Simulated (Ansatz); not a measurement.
This triplet is an excited state, 1.67 eV above the relaxed singlet at the level composite: frozen-core CCSD(T) with HF/cc-pVQZ and the correlation energy extrapolated as X^-3 from cc-pVTZ and cc-pVQZ, plus CCSDT(Q) minus CCSD(T) in cc-pVDZ // B3LYP-D3(BJ)/def2-TZVP (Ansatz, a quantum-chemistry and plane-wave program).

The numbers are results of B3LYP-D3(BJ)/def2-TZVP (Ansatz), not measurements. No frequencies were computed at this level.

Ansatz 0.2 input:
```yaml
crystal:
  periodic: [false, false, false]
  atoms:
    - { symbol: C, position_ang: [-0.941255, 0.02678, -0.018131] }
    - { symbol: Si, position_ang: [0.872062, 0.105766, -0.32824] }
    - { symbol: H, position_ang: [-1.344749, -0.292291, 0.931331] }
    - { symbol: H, position_ang: [-1.685439, 0.294459, -0.747388] }
    - { symbol: H, position_ang: [1.569542, 1.08932, 0.494101] }
    - { symbol: H, position_ang: [1.531858, -1.195981, -0.304007] }
basis:
  gaussian: { orbitals: def2-tzvp }
hamiltonian:
  xc: b3lyp
  dispersion: d3bj
relax:
  max_steps: 150
magnetization:
  spin_polarized: true
  initial_magnetization: 2
```

Output:

```
Functional definition: B3LYP
617 factors; their error is unknown
mean field evaluation 1: about -8973.8075 eV, gradient 2.9e1 eV
mean field evaluation 2: about -8971.3926 eV, gradient 3.3e1 eV
mean field evaluation 4: about -8977.9124 eV, gradient 7.1e-1 eV
mean field evaluation 8: about -8977.9360 eV, gradient 1.6e-1 eV
mean field evaluation 16: about -8977.9361 eV, gradient 2.4e-5 eV
mean field -8977.93607745 eV, -329.9330653827 hartree, gradient 2.4e-5 eV, S^2 2.004262; 0 other end points of the search recorded, 0 dependent functions left out
reference -8977.93630133 eV, -329.9330736100 hartree; 13, 11 occupied and 79, 81 virtual orbitals, 617 factors
relax step   1: F+E_penalty+E_count = -8978.09648735 eV  Δ(F+E_penalty+E_count) = +0.000e0 eV  max|allowed force component| = 7.380e-1 eV/Å  Δτ_max = 0.0000 Å  (27 SCF iters, accepted)
these checks for a lower state are left out or cut short: starts, cluster_reference, orbital_swaps, neighbouring_geometries, increment
617 factors; their error is unknown
mean field -8977.96988904 eV, -329.9343079357 hartree, gradient 1.7e-5 eV, S^2 2.004283; 0 other end points of the search recorded, 0 dependent functions left out
reference -8977.97011478 eV, -329.9343162313 hartree; 13, 11 occupied and 79, 81 virtual orbitals, 617 factors
relax step   2: F+E_penalty+E_count = -8978.13064881 eV  Δ(F+E_penalty+E_count) = -3.416e-2 eV  max|allowed force component| = 1.482e-1 eV/Å  Δτ_max = 0.0687 Å  (30 SCF iters, accepted)
these checks for a lower state are left out or cut short: starts, cluster_reference, orbital_swaps, neighbouring_geometries, increment
617 factors; their error is unknown
mean field -8977.97169345 eV, -329.9343742467 hartree, gradient 5.9e-6 eV, S^2 2.004305; 0 other end points of the search recorded, 0 dependent functions left out
reference -8977.97191932 eV, -329.9343825470 hartree; 13, 11 occupied and 79, 81 virtual orbitals, 617 factors
relax step   3: F+E_penalty+E_count = -8978.13227452 eV  Δ(F+E_penalty+E_count) = -1.626e-3 eV  max|allowed force component| = 4.781e-2 eV/Å  Δτ_max = 0.0155 Å  (31 SCF iters, accepted)
these checks for a lower state are left out or cut short: starts, cluster_reference, orbital_swaps, neighbouring_geometries, increment
617 factors; their error is unknown
mean field evaluation 32: about -8977.9518 eV, gradient 2.8e-3 eV
mean field -8977.97190793 eV, -329.9343821287 hartree, gradient 5.9e-6 eV, S^2 2.004307; 0 other end points of the search recorded, 0 dependent functions left out
reference -8977.97213381 eV, -329.9343904294 hartree; 13, 11 occupied and 79, 81 virtual orbitals, 617 factors
relax step   4: F+E_penalty+E_count = -8978.13250046 eV  Δ(F+E_penalty+E_count) = -2.259e-4 eV  max|allowed force component| = 2.934e-2 eV/Å  Δτ_max = 0.0147 Å  (32 SCF iters, accepted)
these checks for a lower state are left out or cut short: starts, cluster_reference, orbital_swaps, neighbouring_geometries, increment
617 factors; their error is unknown
mean field -8977.97202623 eV, -329.9343864759 hartree, gradient 5.8e-6 eV, S^2 2.004306; 0 other end points of the search recorded, 0 dependent functions left out
reference -8977.97225205 eV, -329.9343947747 hartree; 13, 11 occupied and 79, 81 virtual orbitals, 617 factors
relax step   5: F+E_penalty+E_count = -8978.13265441 eV  Δ(F+E_penalty+E_count) = -1.539e-4 eV  max|allowed force component| = 6.533e-3 eV/Å  Δτ_max = 0.0056 Å  (32 SCF iters, accepted)
617 factors; their error is unknown
mean field -8977.97202623 eV, -329.9343864759 hartree, gradient 1.8e-5 eV, S^2 2.004306; 1 other end points of the search recorded, 0 dependent functions left out
reference -8977.97225205 eV, -329.9343947747 hartree; 13, 11 occupied and 79, 81 virtual orbitals, 617 factors
Total energy: -8978.13288023 eV, -329.9402977513 hartree
Atom 0 at    -0.937439     0.031239    -0.025572 Å, force    -0.004313    -0.001598     0.002825 eV/Å
Atom 1 at     0.868281     0.127471    -0.390385 Å, force     0.002401     0.000282    -0.000488 eV/Å
Atom 2 at    -1.318481    -0.297967     0.937736 Å, force     0.002329     0.002601    -0.006533 eV/Å
Atom 3 at    -1.702822     0.294889    -0.745953 Å, force    -0.000404    -0.000925     0.003196 eV/Å
Atom 4 at     1.565687     1.076279     0.522711 Å, force    -0.000016    -0.000013     0.000630 eV/Å
Atom 5 at     1.526793    -1.203859    -0.270871 Å, force     0.000003    -0.000347     0.000370 eV/Å
Dipole moment:    -0.150960    -0.005037     0.021649 e Å
```

Cost: very roughly 12 core-seconds.
